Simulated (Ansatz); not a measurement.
Compare A (`F[CH2][AlH][GeH3]`) with its isomer B (`[CH3][Al]([F])[GeH3]`).

Calculated with Ansatz (gas phase, PBE0-D4/def2-TZVP geometries, no zero-point term in ΔE). CBS: MP2 limit from def2 TZ/QZ plus the TZ coupled-cluster correction, frozen cores. DFT in def2-TZVPP. B3LYP here is the variant with VWN-RPA as its local correlation; programs differ in this. For Ge outer-core shells are correlated without core-valence functions, which leaves a few kJ/mol of doubt a bond. Scalar relativity is left out up to krypton. One conformer a species, not always the lowest.

(1) Which isomer does CCSD(T)/CBS put lower? Give the gap. (An estimate is asked.)

(2) Give E(B) − E(A) in kcal/mol with CCSD/def2-TZVPP, HF/def2-TZVPP, B2PLYP, ωB97M-V, r2SCAN-D4, PBE0-D4, B3LYP. (An estimate is asked.)

Largest T1 diagnostic: 0.012.

## Answers

(1) Computed: B, by 76.1 kcal/mol.

(2) Ansatz gave: CCSD/def2-TZVPP -75.2, HF/def2-TZVPP -73.1, B2PLYP -75.4, ωB97M-V -74.0, r2SCAN-D4 -75.1, PBE0-D4 -72.9, B3LYP -73.4. None reverses the order clearly.

In def2-TZVPP, CCSD(T) changes the Hartree–Fock value by −2.1 kcal/mol (the triples alone add −0.0 kcal/mol) and MP2 by −5.5 kcal/mol. From PBE to PBE0 (25 % exact exchange), in def2-TZVPP and without D4, E(B) − E(A) moves by −1.2 kcal/mol.
